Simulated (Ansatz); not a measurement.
A run for Ansatz (an electronic-structure program): R-B3LYP-D3(BJ)/def2-TZVP on CH7ClSi (a complex).

Ansatz 0.2 input:
```yaml
crystal:
  periodic: [false, false, false]
  atoms:
    - {symbol: Cl, position_ang: [0.04614108, -0.22618880, -0.29234013]}
    - {symbol: H, position_ang: [-0.28082981, -0.60107559, 0.88962118]}
    - {symbol: C, position_ang: [0.80206435, 0.79286011, 3.45693487]}
    - {symbol: Si, position_ang: [-0.45799288, -0.52106242, 3.97824871]}
    - {symbol: H, position_ang: [1.14526343, 1.36640519, 4.31336904]}
    - {symbol: H, position_ang: [0.37596659, 1.49349661, 2.74408836]}
    - {symbol: H, position_ang: [1.67616361, 0.34421665, 2.99286284]}
    - {symbol: H, position_ang: [0.14305522, -1.45179170, 4.93306977]}
    - {symbol: H, position_ang: [-0.87178833, -1.26343668, 2.77170190]}
    - {symbol: H, position_ang: [-1.63515472, 0.11012766, 4.57379927]}
basis:
  gaussian:
    orbitals: def2-TZVP
hamiltonian:
  xc: b3lyp
  dispersion: d3bj
relax: {f_tol: 0.004, max_steps: 120}
scf: {lower_state_search: off}
```

The log:

```
Functional definition: B3LYP
[...]
these checks for a lower state are left out or cut short: stability, starts, cluster_reference, orbital_swaps, neighbouring_geometries, increment
integrals: 0.06 GiB planned
1012 factors; their error is unknown
mean field: 0.52 GiB planned
mean field evaluation 1: about -21547.7184 eV, gradient 5.3e1 eV
mean field evaluation 2: about -21543.9872 eV, gradient 6.0e1 eV
mean field evaluation 4: about -21553.9702 eV, gradient 1.5e0 eV
mean field evaluation 8: about -21554.0221 eV, gradient 4.9e-2 eV
mean field evaluation 16: about -21554.0221 eV, gradient 1.9e-5 eV
mean field -21554.02208564 eV, -792.0957018065 hartree, gradient 6.6e-6 eV, S^2 0.000000; 0 other end points of the search recorded, 0 dependent functions left out
the calculation of the forces begins
reference -21554.02237484 eV, -792.0957124341 hartree; 22, 22 occupied and 125, 125 virtual orbitals, 1012 factors
relax step   1: F+E_penalty+E_count = -21554.31227277 eV  Δ(F+E_penalty+E_count) = +0.000e0 eV  max|allowed force component| = 5.775e-1 eV/Å  Δτ_max = 0.0000 Å  (15 SCF iters, accepted)
these checks for a lower state are left out or cut short: stability, starts, cluster_reference, orbital_swaps, neighbouring_geometries, increment
integrals: 0.06 GiB planned
1012 factors; their error is unknown
mean field: 0.53 GiB planned
mean field -21554.02667496 eV, -792.0958704607 hartree, gradient 1.7e-6 eV, S^2 0.000000; 0 other end points of the search recorded, 0 dependent functions left out
the calculation of the forces begins
reference -21554.02696169 eV, -792.0958809978 hartree; 22, 22 occupied and 125, 125 virtual orbitals, 1012 factors
relax step   2: F+E_penalty+E_count = -21554.33034550 eV  Δ(F+E_penalty+E_count) = -1.807e-2 eV  max|allowed force component| = 4.790e-1 eV/Å  Δτ_max = 0.1972 Å  (18 SCF iters, accepted)
these checks for a lower state are left out or cut short: stability, starts, cluster_reference, orbital_swaps, neighbouring_geometries, increment
integrals: 0.06 GiB planned
1012 factors; their error is unknown
mean field: 0.53 GiB planned
mean field evaluation 32: about -21554.0337 eV, gradient 2.1e-6 eV
mean field -21554.03372061 eV, -792.0961293836 hartree, gradient 2.1e-6 eV, S^2 0.000000; 0 other end points of the search recorded, 0 dependent functions left out
the calculation of the forces begins
reference -21554.03400669 eV, -792.0961398970 hartree; 22, 22 occupied and 125, 125 virtual orbitals, 1012 factors
relax step   3: F+E_penalty+E_count = -21554.33650107 eV  Δ(F+E_penalty+E_count) = -6.156e-3 eV  max|allowed force component| = 2.899e-1 eV/Å  Δτ_max = 0.0844 Å  (18 SCF iters, accepted)
these checks for a lower state are left out or cut short: stability, starts, cluster_reference, orbital_swaps, neighbouring_geometries, increment
integrals: 0.06 GiB planned
1012 factors; their error is unknown
mean field: 0.53 GiB planned
mean field -21554.03211169 eV, -792.0960702569 hartree, gradient 1.2e-6 eV, S^2 0.000000; 0 other end points of the search recorded, 0 dependent functions left out
the calculation of the forces begins
reference -21554.03239806 eV, -792.0960807809 hartree; 22, 22 occupied and 125, 125 virtual orbitals, 1012 factors
relax step   4: F+E_penalty+E_count = -21554.33615251 eV  Δ(F+E_penalty+E_count) = +3.486e-4 eV  max|allowed force component| = 3.577e-1 eV/Å  Δτ_max = 0.0537 Å  (18 SCF iters, rejected (line search))
these checks for a lower state are left out or cut short: stability, starts, cluster_reference, orbital_swaps, neighbouring_geometries, increment
integrals: 0.06 GiB planned
1012 factors; their error is unknown
mean field: 0.53 GiB planned
mean field -21554.03651192 eV, -792.0962319623 hartree, gradient 1.1e-6 eV, S^2 0.000000; 0 other end points of the search recorded, 0 dependent functions left out
the calculation of the forces begins
reference -21554.03679822 eV, -792.0962424838 hartree; 22, 22 occupied and 125, 125 virtual orbitals, 1012 factors
relax step   5: F+E_penalty+E_count = -21554.33867483 eV  Δ(F+E_penalty+E_count) = -2.174e-3 eV  max|allowed force component| = 1.384e-1 eV/Å  Δτ_max = 0.0268 Å  (20 SCF iters, accepted)
these checks for a lower state are left out or cut short: stability, starts, cluster_reference, orbital_swaps, neighbouring_geometries, increment
integrals: 0.06 GiB planned
1012 factors; their error is unknown
mean field: 0.53 GiB planned
mean field -21554.04025442 eV, -792.0963694968 hartree, gradient 1.2e-6 eV, S^2 0.000000; 0 other end points of the search recorded, 0 dependent functions left out
the calculation of the forces begins
reference -21554.04054156 eV, -792.0963800489 hartree; 22, 22 occupied and 125, 125 virtual orbitals, 1012 factors
relax step   6: F+E_penalty+E_count = -21554.33965035 eV  Δ(F+E_penalty+E_count) = -9.755e-4 eV  max|allowed force component| = 3.169e-2 eV/Å  Δτ_max = 0.0691 Å  (19 SCF iters, accepted)
these checks for a lower state are left out or cut short: stability, starts, cluster_reference, orbital_swaps, neighbouring_geometries, increment
integrals: 0.06 GiB planned
1012 factors; their error is unknown
mean field: 0.53 GiB planned
mean field -21554.03952632 eV, -792.0963427395 hartree, gradient 1.1e-6 eV, S^2 0.000000; 0 other end points of the search recorded, 0 dependent functions left out
the calculation of the forces begins
reference -21554.03981332 eV, -792.0963532867 hartree; 22, 22 occupied and 125, 125 virtual orbitals, 1012 factors
relax step   7: F+E_penalty+E_count = -21554.33976426 eV  Δ(F+E_penalty+E_count) = -1.139e-4 eV  max|allowed force component| = 2.108e-3 eV/Å  Δτ_max = 0.0120 Å  (19 SCF iters, accepted)
these checks for a lower state are left out or cut short: stability, starts, cluster_reference, orbital_swaps, neighbouring_geometries, increment
integrals: 0.06 GiB planned
1012 factors; their error is unknown
mean field: 0.53 GiB planned
mean field evaluation 64: about -21554.0392 eV, gradient 7.8e-5 eV
mean field -21554.03920114 eV, -792.0963307894 hartree, gradient 1.4e-6 eV, S^2 0.000000; 0 other end points of the search recorded, 0 dependent functions left out
the calculation of the forces begins
reference -21554.03948807 eV, -792.0963413337 hartree; 22, 22 occupied and 125, 125 virtual orbitals, 1012 factors
relax step   8: F+E_penalty+E_count = -21554.33976851 eV  Δ(F+E_penalty+E_count) = -4.254e-6 eV  max|allowed force component| = 2.545e-3 eV/Å  Δτ_max = 0.0042 Å  (12 SCF iters, accepted)
Total energy: -21554.34005544 eV, -792.1073869808 hartree
Atom 0 at     0.043917    -0.223788    -0.151617 Å, force    -0.000157    -0.000510     0.001278 eV/Å
Atom 1 at    -0.369884    -0.719669     0.962919 Å, force     0.000589     0.000657    -0.001491 eV/Å
Atom 2 at     0.821985     0.819893     3.457468 Å, force    -0.001452    -0.001461     0.002545 eV/Å
Atom 3 at    -0.431137    -0.491772     3.918305 Å, force     0.001041     0.000670    -0.000889 eV/Å
Atom 4 at     1.145523     1.368542     4.343876 Å, force     0.000004     0.000177    -0.000273 eV/Å
Atom 5 at     0.398292     1.534232     2.750082 Å, force    -0.000203     0.000318    -0.001112 eV/Å
Atom 6 at     1.702804     0.372615     2.994134 Å, force     0.000436    -0.000080    -0.000876 eV/Å
Atom 7 at     0.140274    -1.480802     4.861730 Å, force     0.000016    -0.000079    -0.000154 eV/Å
Atom 8 at    -0.863192    -1.241327     2.704099 Å, force    -0.000313     0.000276     0.000773 eV/Å
Atom 9 at    -1.645695     0.105628     4.520361 Å, force     0.000038     0.000032     0.000197 eV/Å
Dipole moment:     0.040952     0.044612     0.294391 e Å
Checks for a lower state left out: stability, starts, cluster_reference, orbital_swaps, neighbouring_geometries, increment
```

The run converged.

Cost: roughly 40 core-seconds.
